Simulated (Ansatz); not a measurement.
Steps of a relaxation of CH₅BF₂Si (`CB[SiH](F)F`) with RKS PBE0-D4/def2-TZVP.

```sh
$ ansatz run in.yaml --threads 4 --pin off --events-out ev --progress --plain --max-ram 10444MiB
```

```yaml
crystal:
  periodic: [false, false, false]
  atoms:
    - {symbol: C, position_ang: [-1.267870, -0.801008, 0.418739]}
    - {symbol: B, position_ang: [0.009977, 0.005462, 0.773955]}
    - {symbol: Si, position_ang: [1.305266, 0.612658, -0.656482]}
    - {symbol: F, position_ang: [1.052170, -0.236871, -2.038835]}
    - {symbol: F, position_ang: [0.954791, 2.179079, -1.006203]}
    - {symbol: H, position_ang: [-1.997411, 0.039075, 0.253394]}
    - {symbol: H, position_ang: [-1.242103, -1.367303, -0.532594]}
    - {symbol: H, position_ang: [-1.704701, -1.404266, 1.238970]}
    - {symbol: H, position_ang: [0.194394, 0.386108, 1.918981]}
    - {symbol: H, position_ang: [2.778587, 0.535965, -0.367025]}
basis:
  gaussian: {orbitals: def2-TZVP}
hamiltonian: {xc: pbe0, dispersion: d4}
relax: {f_tol: 0.005, max_steps: 150}
```

Positions (Å) and forces (eV/Å) along the path, 13 of 15 steps:

```xyz
10
step=1 energy=-15101.6721 eV
C    -1.268   -0.801    0.419   -0.290   -0.001   -0.073
B     0.010    0.005    0.774   -0.117    0.033    0.331
Si    1.305    0.613   -0.656   -0.237    0.493   -1.205
F     1.052   -0.237   -2.039    0.251    0.721    1.101
F     0.955    2.179   -1.006    0.313   -1.265    0.257
H    -1.997    0.039    0.253    0.290   -0.365    0.052
H    -1.242   -1.367   -0.533   -0.020    0.253    0.498
H    -1.705   -1.404    1.239    0.235    0.268   -0.407
H     0.194    0.386    1.919   -0.064   -0.165   -0.441
H     2.779    0.536   -0.367   -0.362    0.028   -0.112
10
step=2 energy=-15101.7334 eV
C    -1.272   -0.797    0.422   -0.126    0.039   -0.028
B     0.000    0.010    0.767    0.002   -0.034    0.117
Si    1.300    0.613   -0.657   -0.187    0.389   -0.900
F     1.069   -0.214   -2.036    0.107    0.423    0.711
F     0.976    2.168   -1.001    0.150   -0.782    0.174
H    -2.003    0.025    0.250    0.093   -0.140    0.014
H    -1.244   -1.373   -0.509   -0.004    0.076    0.131
H    -1.693   -1.392    1.241    0.070    0.077   -0.106
H     0.192    0.375    1.900   -0.022   -0.031   -0.130
H     2.758    0.534   -0.374   -0.083   -0.017    0.017
10
step=3 energy=-15101.7573 eV
C    -1.270   -0.793    0.421   -0.004   -0.023    0.007
B     0.007    0.002    0.762    0.003    0.090   -0.038
Si    1.298    0.617   -0.664   -0.057   -0.035    0.014
F     1.067   -0.196   -2.018    0.014   -0.026   -0.060
F     0.971    2.146   -0.997    0.012    0.038    0.004
H    -2.000    0.021    0.245   -0.017    0.018    0.002
H    -1.246   -1.371   -0.502    0.005   -0.027   -0.033
H    -1.685   -1.383    1.238   -0.021   -0.025    0.033
H     0.195    0.376    1.884    0.013   -0.016    0.062
H     2.747    0.529   -0.366    0.052    0.005    0.010
10
step=5 energy=-15101.7587 eV
C    -1.274   -0.796    0.424   -0.011    0.005    0.002
B    -0.001    0.015    0.756    0.000   -0.009   -0.002
Si    1.296    0.621   -0.670    0.004    0.016   -0.004
F     1.073   -0.186   -2.031   -0.003    0.001    0.005
F     0.993    2.156   -1.000    0.003   -0.005    0.004
H    -2.014    0.010    0.249    0.000   -0.009    0.000
H    -1.247   -1.378   -0.497    0.000    0.001    0.002
H    -1.679   -1.388    1.247    0.005    0.001   -0.001
H     0.194    0.377    1.883    0.003    0.006   -0.007
H     2.744    0.518   -0.359   -0.002   -0.006    0.003
10
step=6 energy=-15101.7589 eV
C    -1.275   -0.798    0.426    0.002    0.003    0.000
B    -0.003    0.017    0.753   -0.013    0.004   -0.005
Si    1.296    0.624   -0.671    0.008    0.003    0.003
F     1.070   -0.178   -2.035   -0.002    0.004    0.000
F     1.003    2.162   -0.997    0.003   -0.011    0.005
H    -2.020    0.003    0.248    0.003   -0.006    0.001
H    -1.247   -1.384   -0.494    0.000    0.001    0.001
H    -1.676   -1.389    1.251    0.003    0.000    0.000
H     0.192    0.384    1.878    0.002    0.003   -0.003
H     2.742    0.509   -0.356   -0.004    0.000   -0.002
10
step=7 energy=-15101.7592 eV
C    -1.272   -0.803    0.426    0.003   -0.013   -0.004
B    -0.009    0.025    0.751    0.005    0.010    0.002
Si    1.297    0.624   -0.671   -0.001   -0.018    0.024
F     1.052   -0.162   -2.040   -0.007   -0.006   -0.024
F     1.027    2.168   -0.980   -0.006    0.032   -0.010
H    -2.023   -0.010    0.244   -0.012    0.005   -0.001
H    -1.237   -1.395   -0.490   -0.001   -0.004   -0.001
H    -1.666   -1.393    1.256   -0.004   -0.003    0.000
H     0.172    0.409    1.873    0.012    0.006    0.000
H     2.742    0.485   -0.366    0.010   -0.007    0.013
10
step=8 energy=-15101.7599 eV
C    -1.267   -0.817    0.430    0.014   -0.010   -0.003
B    -0.025    0.048    0.740   -0.002    0.015    0.015
Si    1.295    0.631   -0.675    0.005    0.005    0.008
F     1.018   -0.115   -2.062    0.002    0.027    0.006
F     1.093    2.194   -0.948    0.003   -0.038   -0.011
H    -2.042   -0.050    0.236   -0.002   -0.002    0.005
H    -1.219   -1.426   -0.474    0.002    0.004    0.009
H    -1.643   -1.402    1.273   -0.008    0.003   -0.010
H     0.138    0.466    1.854    0.007   -0.004   -0.019
H     2.734    0.421   -0.371   -0.022    0.001    0.001
10
step=9 energy=-15101.7600 eV
C    -1.265   -0.822    0.431    0.011   -0.004    0.003
B    -0.030    0.056    0.738   -0.002    0.011    0.015
Si    1.294    0.632   -0.676    0.005    0.017    0.000
F     1.006   -0.100   -2.068    0.004    0.031    0.013
F     1.113    2.200   -0.938    0.004   -0.052   -0.011
H    -2.045   -0.062    0.233    0.001   -0.003    0.003
H    -1.211   -1.435   -0.469    0.002    0.004    0.006
H    -1.637   -1.404    1.277   -0.007    0.002   -0.007
H     0.128    0.484    1.849    0.003   -0.007   -0.020
H     2.730    0.400   -0.373   -0.021    0.002   -0.001
10
step=10 energy=-15101.7602 eV
C    -1.262   -0.826    0.433    0.001    0.010    0.010
B    -0.035    0.064    0.736   -0.005   -0.008    0.005
Si    1.291    0.634   -0.677    0.005    0.034   -0.016
F     0.993   -0.081   -2.075    0.003    0.023    0.020
F     1.135    2.206   -0.931    0.004   -0.055   -0.003
H    -2.049   -0.074    0.228    0.007   -0.005   -0.003
H    -1.200   -1.446   -0.462    0.001    0.003   -0.001
H    -1.633   -1.406    1.281    0.001    0.000    0.001
H     0.121    0.501    1.843   -0.004   -0.003   -0.010
H     2.722    0.378   -0.372   -0.013    0.001   -0.003
10
step=11 energy=-15101.7603 eV
C    -1.258   -0.833    0.436    0.001    0.002    0.009
B    -0.038    0.068    0.735   -0.031    0.023   -0.006
Si    1.288    0.637   -0.678    0.020    0.009   -0.012
F     0.976   -0.058   -2.084    0.003    0.013    0.016
F     1.158    2.213   -0.917    0.001   -0.033    0.003
H    -2.048   -0.087    0.217    0.016   -0.007   -0.002
H    -1.187   -1.461   -0.453   -0.001    0.003    0.002
H    -1.632   -1.405    1.287    0.004    0.000    0.000
H     0.108    0.523    1.836    0.002   -0.015   -0.002
H     2.715    0.352   -0.377   -0.014    0.005   -0.008
10
step=12 energy=-15101.7604 eV
C    -1.254   -0.838    0.439   -0.014    0.015   -0.006
B    -0.047    0.081    0.731    0.008   -0.025    0.016
Si    1.286    0.640   -0.679    0.004   -0.001   -0.013
F     0.958   -0.033   -2.091    0.007   -0.003    0.010
F     1.185    2.219   -0.906    0.006    0.008    0.003
H    -2.050   -0.103    0.206    0.014   -0.015   -0.001
H    -1.173   -1.476   -0.443   -0.002    0.010    0.010
H    -1.626   -1.405    1.295    0.007    0.006   -0.005
H     0.096    0.539    1.832   -0.008    0.002   -0.009
H     2.708    0.326   -0.382   -0.023    0.004   -0.006
10
step=14 energy=-15101.7605 eV
C    -1.256   -0.836    0.438   -0.001    0.002    0.001
B    -0.043    0.075    0.733   -0.004   -0.001    0.002
Si    1.287    0.639   -0.678    0.004    0.001   -0.006
F     0.965   -0.043   -2.087    0.001    0.001    0.005
F     1.174    2.216   -0.910    0.001   -0.003    0.002
H    -2.048   -0.096    0.208    0.004   -0.003    0.000
H    -1.178   -1.471   -0.446    0.000    0.002    0.002
H    -1.629   -1.403    1.292    0.001    0.001   -0.002
H     0.100    0.530    1.835    0.000   -0.001   -0.002
H     2.711    0.337   -0.381   -0.006    0.001   -0.001
10
step=15 energy=-15101.7605 eV
C    -1.255   -0.837    0.438    0.000   -0.001    0.001
B    -0.044    0.076    0.734   -0.001    0.001   -0.001
Si    1.286    0.640   -0.678   -0.001   -0.001   -0.002
F     0.962   -0.040   -2.088    0.000   -0.001    0.000
F     1.177    2.217   -0.908    0.000    0.002    0.001
H    -2.047   -0.098    0.205    0.000    0.000    0.000
H    -1.175   -1.474   -0.444    0.000    0.000    0.000
H    -1.630   -1.402    1.293    0.000    0.000   -0.001
H     0.099    0.533    1.834    0.000    0.000    0.000
H     2.709    0.334   -0.382    0.001    0.000    0.000
```

It took 40 s on 4 threads of an Arm Neoverse V1 on a shared host, with 0.45 GiB of host memory at the peak.
